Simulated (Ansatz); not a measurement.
**Which method gave which barrier?**

Saddle point of SnH₆SO₂, singlet (SnH₄S ([SH][SnH3]) + H₂O₂ ([OH][OH]) → SnH₄O₂ ([OH][O][SnH3]) + H₂S; bonds formed: Sn1–O7, S2–H6; bonds broken: Sn1–S2, H6–O7), PBE0-D4/def2-TZVP structure:

| atom | x (Å) | y (Å) | z (Å) |
| --- | --- | --- | --- |
| Sn1 | -0.7263 | 0.0426 | -1.0223 |
| S2 | 1.1412 | -1.9064 | 0.0068 |
| H3 | 0.3345 | 0.0907 | -2.3471 |
| H4 | -1.9015 | -1.1857 | -0.9604 |
| H5 | -1.5249 | 1.5604 | -0.8859 |
| H6 | 0.9851 | -0.4637 | 0.7422 |
| O7 | 0.2439 | 0.4826 | 0.8541 |
| O8 | 0.7880 | 1.7934 | 0.9709 |
| H9 | 0.3030 | -2.5130 | 0.8626 |
| H10 | 0.3568 | 2.0991 | 1.7790 |

Ansatz 0.2.0; basis: def2-TZVPP, with def2-QZVPP for the basis limit; cores frozen in the correlated methods. Filled d shells of the heavier atoms are correlated. Core potentials replace the inner electrons of the atoms past krypton. The def2 sets are not built for correlating such inner shells, so the correlated values are less sure here. B3LYP uses VWN-RPA correlation. Extrapolation: Hartree–Fock as exp(−7.88 √X), correlation as X^−2.97. Four methods, as single points on the PBE0-D4 structures, gave these electronic barriers from the start structure: 91.2, 108.5, 130.4, 168.6 kJ/mol.

Q: The methods were, in alphabetical order, B3LYP-D4, BHLYP-D4, BLYP-D4, HF. Which gave which? (Judge from chemistry; the calculation decides.)

A: By the calculation: BLYP-D4 91.2; B3LYP-D4 108.5; BHLYP-D4 130.4; HF 168.6 kJ/mol. For comparison, CCSD(T) at an estimated basis limit (MP2 extrapolated from triple and quadruple zeta, plus CCSD(T) − MP2 in triple zeta) gives 117.1 kJ/mol.

The T1 diagnostic stays at or below 0.015.

Labels in which every atom is bracketed show which atoms are joined, not bond orders.

For scale, one of the runs: CCSD(T)/def2-TZVPP, 238 basis functions, launched by `ansatz run in.yaml --threads 8 --pin off --events-out ev --progress --plain --max-ram 19148MiB`. The run took 100 s on 8 CPU threads of an Intel Xeon Platinum 8259CL (shared host), with 5 GiB of host memory at its peak.
